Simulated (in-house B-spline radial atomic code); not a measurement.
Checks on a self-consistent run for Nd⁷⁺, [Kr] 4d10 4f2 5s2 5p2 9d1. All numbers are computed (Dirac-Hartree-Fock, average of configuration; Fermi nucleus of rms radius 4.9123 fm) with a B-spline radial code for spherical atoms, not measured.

```json
{"orbital": "1s1/2", "q": "2", "ε (Eh)": "-1614.83180", "<1/r>": "66.0447", "<r²>": "0.000759695", "small-component weight": "0.049538"}
{"orbital": "2s1/2", "q": "2", "ε (Eh)": "-268.97483", "<1/r>": "15.653", "<r²>": "0.0119534", "small-component weight": "0.010848"}
{"orbital": "2p1/2", "q": "2", "ε (Eh)": "-254.04260", "<1/r>": "15.5923", "<r²>": "0.00877207", "small-component weight": "0.010844"}
{"orbital": "2p3/2", "q": "4", "ε (Eh)": "-234.87315", "<1/r>": "14.0244", "<r²>": "0.010017", "small-component weight": "0.010153"}
{"orbital": "3s1/2", "q": "2", "ε (Eh)": "-63.58937", "<1/r>": "5.68999", "<r²>": "0.0802708", "small-component weight": "0.0033861"}
{"orbital": "3p1/2", "q": "2", "ε (Eh)": "-57.18673", "<1/r>": "5.59116", "<r²>": "0.0755705", "small-component weight": "0.0033135"}
{"orbital": "3p3/2", "q": "4", "ε (Eh)": "-53.27428", "<1/r>": "5.20202", "<r²>": "0.0827486", "small-component weight": "0.0031278"}
{"orbital": "3d3/2", "q": "4", "ε (Eh)": "-42.28207", "<1/r>": "5.058", "<r²>": "0.0671705", "small-component weight": "0.0029895"}
{"orbital": "3d5/2", "q": "6", "ε (Eh)": "-41.44853", "<1/r>": "4.95944", "<r²>": "0.0691975", "small-component weight": "0.0029344"}
{"orbital": "4s1/2", "q": "2", "ε (Eh)": "-16.85688", "<1/r>": "2.35372", "<r²>": "0.409997", "small-component weight": "0.0010405"}
{"orbital": "4p1/2", "q": "2", "ε (Eh)": "-14.33882", "<1/r>": "2.24591", "<r²>": "0.436655", "small-component weight": "0.00096904"}
{"orbital": "4p3/2", "q": "4", "ε (Eh)": "-13.46958", "<1/r>": "2.1257", "<r²>": "0.472766", "small-component weight": "0.00091409"}
{"orbital": "4d3/2", "q": "4", "ε (Eh)": "-9.26921", "<1/r>": "1.91783", "<r²>": "0.544522", "small-component weight": "0.0007698"}
{"orbital": "4d5/2", "q": "6", "ε (Eh)": "-9.11169", "<1/r>": "1.88629", "<r²>": "0.558948", "small-component weight": "0.00075308"}
{"orbital": "4f5/2", "q": "0.85714", "ε (Eh)": "-4.57218", "<1/r>": "1.49573", "<r²>": "0.809151", "small-component weight": "0.00049361"}
{"orbital": "4f7/2", "q": "1.1429", "ε (Eh)": "-4.55476", "<1/r>": "1.48626", "<r²>": "0.818103", "small-component weight": "0.00048874"}
{"orbital": "5s1/2", "q": "2", "ε (Eh)": "-5.37044", "<1/r>": "0.997229", "<r²>": "1.98207", "small-component weight": "0.00027448"}
{"orbital": "5p1/2", "q": "0.66667", "ε (Eh)": "-4.64873", "<1/r>": "0.926841", "<r²>": "2.27043", "small-component weight": "0.00024564"}
{"orbital": "5p3/2", "q": "1.3333", "ε (Eh)": "-4.47849", "<1/r>": "0.889045", "<r²>": "2.42507", "small-component weight": "0.0002328"}
{"orbital": "9d3/2", "q": "0.4", "ε (Eh)": "-0.57667", "<1/r>": "0.140043", "<r²>": "113.588", "small-component weight": "2.0388e-05"}
{"orbital": "9d5/2", "q": "0.6", "ε (Eh)": "-0.57480", "<1/r>": "0.139519", "<r²>": "114.352", "small-component weight": "2.0308e-05"}
```

Electron-electron repulsion V_ee = 3284.7840 hartree.

Task: What total energy follows from the eigenvalues?

Result: The eigenvalues count the repulsion twice, so E = Σqε - V_ee = -6325.188 - 3284.784 = -9609.972 hartree; the run printed -9609.972.

Task: Does the Dirac virial theorem hold?

Result: For a point nucleus E = -2c²Σq·w, with w the small-component weight. Here Σq·w = 0.25585 and c = 137.0360, so the ratio E/(-2c²Σq·w) is 1.000098; the finite nucleus accounts for the departure from 1.

Task: What diamagnetic shielding (Lamb formula) and susceptibility (Langevin formula) do the radii give?

Result: σ = (α²/3)Σq<1/r> = 387.646/(3·137.036²) = 6880.9 ppm, and χ = -0.79199×10⁻⁶·Σq<r²> = -106.8×10⁻⁶ cm³/mol with Σq<r²> = 134.91 bohr². Both are non-relativistic formulas without the paramagnetism of open shells; for so heavy an element the full relativistic shielding is larger by tens of per cent.
